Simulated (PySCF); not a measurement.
From one molecule to another.

First species: PH₃.
SMILES: `P`

Second species: C6H7ClO.
Numbering: `[CH2:1]=[CH:2]/[C:3](=[CH:4]/[CH3:5])[C:6](=[O:7])[Cl:8]` (hydrogens: H9, H10 on C1; H11 on C2; H12 on C4; H13, H14, H15 on C5)

Cartesian coordinates in Å at the PBE0-D3(BJ)/def2-SVP level; atoms count from 1:
```xyz
15
C6H7ClO angstrom
C      2.6280   -0.5370   -0.0483
C      1.3806   -0.6814   -0.5112
C      0.1595   -0.0380   -0.0214
C     -1.0504   -0.4080   -0.4995
C     -2.3972    0.0953   -0.1267
C      0.2112    1.0142    1.0317
O     -0.4125    1.0514    2.0387
Cl     1.2873    2.3831    0.6015
H      2.8802    0.1509    0.7616
H      3.4476   -1.1091   -0.4885
H      1.2030   -1.3908   -1.3273
H     -1.0313   -1.1719   -1.2873
H     -3.0317   -0.7446    0.2022
H     -2.8976    0.5307   -1.0080
H     -2.3768    0.8384    0.6788
```

Levels: B3LYP/def2-SVPD for dipole moment, HOMO energy, LUMO energy, HOMO–LUMO gap, static isotropic polarisability and electronic spatial extent ⟨r²⟩ about the centre of nuclear charge; TDDFT B3LYP/def2-SVPD for lowest singlet excitation. Geometries: PBE0-D3(BJ)/def2-SVP. All species are isolated and taken at one optimised geometry, non-relativistic unless stated. Electronic properties by PySCF.

The conformers computed, where there is a choice (atom-mapped SMILES and torsion angles):
- `[CH2:1]=[CH:2]/[C:3](=[CH:4]/[CH3:5])[C:6](=[O:7])[Cl:8]`: C1–C2–C3–C4 -172°, C2–C3–C6–O7 -128°

Which has the higher HOMO–LUMO gap?

The first: 8.11 eV against 4.90 eV, a difference of 3.21 eV.

Which has the higher LUMO energy?

The first: 0.48 eV against -2.02 eV, a difference of 2.50 eV.

Which has the higher HOMO energy?

The second: -6.92 eV against -7.63 eV, a difference of 0.71 eV.

Which of the two has the higher dipole moment, and by how much?

The second: 3.05 D against 0.57 D, a difference of 2.48 D.

Which has the higher static isotropic polarisability?

The second: 96.5 au against 29.9 au, a difference of 66.6 au.

Which has the higher S1 energy?

The first: 7.05 eV against 4.22 eV, a difference of 2.83 eV.

Which of the two has the higher ⟨r²⟩, and by how much?

The second: 1214 bohr² against 55 bohr², a difference of 1159 bohr².

On the first: The principal polarisabilities are 29.7, 29.7 and 30.3 au; their mean is the isotropic value. In wavenumbers S1 is 56800 cm⁻¹ (1 eV = 8065.54 cm⁻¹).

On the second: The polarisability is 14.30 Å³ as a volume (1 au = 0.148185 Å³), or 1.42 au for each of the 68 electrons.
